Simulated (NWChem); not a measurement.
germylsilane (GeSiH6); SMILES [SiH3][GeH3]

```xyz
8

Si     0.0000     0.0000    -1.5615
Ge     0.0000     0.0000     0.8216
H     -0.1043     1.3996    -2.0759
H      1.2643    -0.6095    -2.0759
H     -1.1599    -0.7902    -2.0759
H     -1.2995     0.6270     1.3618
H      0.1067    -1.4389     1.3618
H      1.1928     0.8118     1.3618
```
Atoms are numbered in this order, from 1.

Computed with NWChem. All runs use the structure optimised with PBE0/def2-SVP. Ions are spin-unrestricted doublets at the neutral geometry; other ion states weren't tried.

Question: What does the run give for PBE/def2-SVP? Quantities: vertical ionisation energy, ΔSCF (eV); −ε(HOMO) (eV).

Answer: 
* **vertical ionisation energy, ΔSCF (eV)**: 10.27
* **−ε(HOMO) (eV)**: 7.19
